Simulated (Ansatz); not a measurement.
Coupled-cluster diagnostics for (Cl)2Al-O-SiH3 (AlSiCl2OH3), Ansatz.

Geometry of the singlet (r2SCAN-D4/def2-SVP):

```xyz
8

Al   -0.933    0.401    1.487
Cl   -2.881    1.132    1.359
Cl   -0.065    0.138    3.364
O    -0.076    0.029    0.096
Si    0.791   -0.340   -1.265
H     0.819    0.838   -2.179
H     2.190   -0.705   -0.895
H     0.155   -1.493   -1.967
```

Correlated methods freeze 21 core orbitals.

Estimate the CCSD(T) correlation energy, the shares of MP2 and (T), T1 and the reference's ⟨S²⟩ for: charge 0, singlet, own geometry in def2-TZVPP; and the rough time on 4 threads of Arm Neoverse V2 on a shared host.


```json
{"state": "charge 0, singlet, own geometry", "basis": "def2-TZVPP", "correlation (eV)": "-24.098", "MP2 share (%)": "90.3", "(T) share (%)": "3.7", "T1": "0.010", "⟨S²⟩ (pure)": "0.00 (0.00)", "wall time": "4.2 min"}
```
Customary marks for T1 are 0.02 (closed shells), 0.045 (open shells) and about 0.05 (3d metals). T1 stays under 0.02 throughout.
